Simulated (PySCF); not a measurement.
Compound: BF3OEt2, C4H10BF3O.
Atom-mapped SMILES: `[CH3:1][CH2:2][O+:3]([CH2:4][CH3:5])[B-:6]([F:7])([F:8])[F:9]` (hydrogens: H10, H11, H12 on C1; H13, H14 on C2; H15, H16 on C4; H17, H18, H19 on C5)

Torsions of this conformer, `[CH3:1][CH2:2][O+:3]([CH2:4][CH3:5])[B-:6]([F:7])([F:8])[F:9]`: C1–C2–O3–C4 129°, C2–O3–C4–C5 -75°, C2–O3–B6–F7 170°.

The closed-shell ground state was solved at several levels (PySCF, density fitting, gas phase, non-relativistic). One conformer (not necessarily the lowest) at the GFN2-xTB geometry, without solvent, vibrations or thermal averaging.

| level | basis functions | HOMO (eV) | LUMO (eV) | gap (eV) | dipole (D) |
| --- | --- | --- | --- | --- | --- |
| X3LYP/pcSseg-1 | 203 | -9.18 | 0.65 | 9.83 | 5.73 |
| PW91/pcSseg-1 | 203 | -7.77 | -0.01 | 7.76 | 5.59 |
| HCTH407/pcSseg-1 | 203 | -7.91 | -0.12 | 7.79 | 5.56 |

Question: What might wB97X/pcSseg-1 (203 basis functions) give for the same quantities?

Answer: HOMO -11.83 eV, LUMO 2.99 eV, gap 14.82 eV, dipole 5.77 D.

Question: Over all these levels, which gives the widest orbital gap and which the narrowest?

Answer: wB97X/pcSseg-1 (range-separated hybrid) has the widest, 14.82 eV, and PW91/pcSseg-1 (GGA) the narrowest, 7.76 eV. From the narrowest to the widest the HOMO moves by -4.06 eV and the LUMO by +3.00 eV.

Question: How far do the dipole and the HOMO energy spread over the levels?

Answer: The dipole runs from 5.56 to 5.77 D (mean 5.66 D) and the HOMO from -11.83 to -7.77 eV.
